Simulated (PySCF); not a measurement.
## Simulated absorption spectrum

Compound: C6H10O2.
InChI=1S/C6H10O2/c1-4-3-6(4)8-5(2)7/h4,6H,3H2,1-2H3/t4-,6+/m0/s1

Computed, not measured: TDDFT B3LYP/def2-SVPD, vertical, gas phase, core orbitals frozen in the response (PySCF). One conformer (not necessarily the lowest) at the PBE0-D3(BJ)/def2-SVP geometry, without solvent, vibrations or thermal averaging. Torsions of this conformer, `[CH3:1][C:2](=[O:3])[O:4][C@@H:5]1[CH2:6][C@@H:7]1[CH3:8]`: C1–C2–O4–C5 -178°, C2–O4–C5–C6 159°.

Each state is given a Gaussian of 0.5 eV full width at half maximum, with ε(max) = 2.175×10⁸ f / Δν̃ (Δν̃ the width in cm⁻¹). The cross-section is σ = 3.8235×10⁻²¹ ε cm², given in Mb (10⁻¹⁸ cm²). The width is an assumption, not a result. The curve ends short of the highest state used, and states not computed would add to its high-energy end.

(λ (nm), σ (Mb)): (177.7, 11.26), (180.0, 11.85), (182.4, 13.09), (184.7, 13.89), (187.1, 13.33), (189.5, 11.22), (191.8, 8.37), (194.2, 5.43), (196.5, 3.19), (198.9, 1.64), (201.2, 0.80), (203.6, 0.37), (206.0, 0.20), (208.3, 0.15), (210.7, 0.14), (213.0, 0.14), (215.4, 0.14), (217.7, 0.13), (220.1, 0.11), (222.4, 0.08), (224.8, 0.06), (227.2, 0.04), (229.5, 0.03), (231.9, 0.02), (234.2, 0.01), (236.6, 0.00), (238.9, 0.00), (241.3, 0.00), (243.7, 0.00), (246.0, 0.00)

(1) Where are the band maxima, and which computed states make them?

(2) On this curve, what absorbance would a 10⁻³ mol/L sample give at 222 nm over a 1 cm path?

(3) Coming from long wavelengths, where does ε first pass 100 L mol⁻¹ cm⁻¹?

Answers

(1) 213 nm (5.82 eV), ε about 37, made up of S1 (97%) (hardly more than a shoulder); 185 nm (6.70 eV), ε about 3600, made up of S2 (94%) (ε in L mol⁻¹ cm⁻¹; maxima over ε = 5, shares over 10%). The states used: S1 5.79 eV (f 0.0007); S2 6.67 eV (f 0.064); S3 7.15 eV (f 0.028); S4 7.20 eV (f 0.0088); S5 7.25 eV (f 0.016); S6 7.58 eV (f 0.0053).

(2) 222 nm is 5.585 eV, where ε is about 23 L mol⁻¹ cm⁻¹, so A = ε c l ≈ 0.023 (Beer–Lambert, with the gas-phase spectrum and the assumed width).

(3) At about 204 nm (6.09 eV), 0.30 eV above S1.

Cost: about 2.4 min of CPU time on one thread; the machine was shared, so the figure is rough.
